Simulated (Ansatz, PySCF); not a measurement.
Pair of molecules: H2O (SMILES O) (first 3 atoms) with CH4S (SMILES CS); geometry from B3LYP-D3(BJ)/def2-TZVP, rigid monomers moved along the line of their centres of mass till O1···H9 is 1.98 Å.
(charge 0, multiplicity 1):
```xyz
9

O     -0.0310     0.4826     0.0375
H     -0.7544     0.0981    -0.4692
H      0.7752     0.2062    -0.4116
C     -0.2859     0.8810     3.9862
S     -0.1262    -0.7249     3.1377
H     -1.1932     1.3983     3.6811
H     -0.3446     0.6659     5.0518
H      0.5820     1.5109     3.8017
H     -0.0734    -0.2379     1.8836
```

Monomers are frozen at their geometry in the pair; levels with a basis set take the counterpoise correction. Rows marked so take none.

Rows in 6-31G* carry no dispersion term and start afresh at each structure (6-31G* with six Cartesian d functions).

Run with Ansatz (Gaussian orbitals); PySCF for 6-31G* rows, the dispersion terms. Values without a source in brackets are computed.

Q: What interaction energy does BP86/6-31G* (no counterpoise) give?

A: -15 kJ/mol

Ansatz is a program for electronic structure.
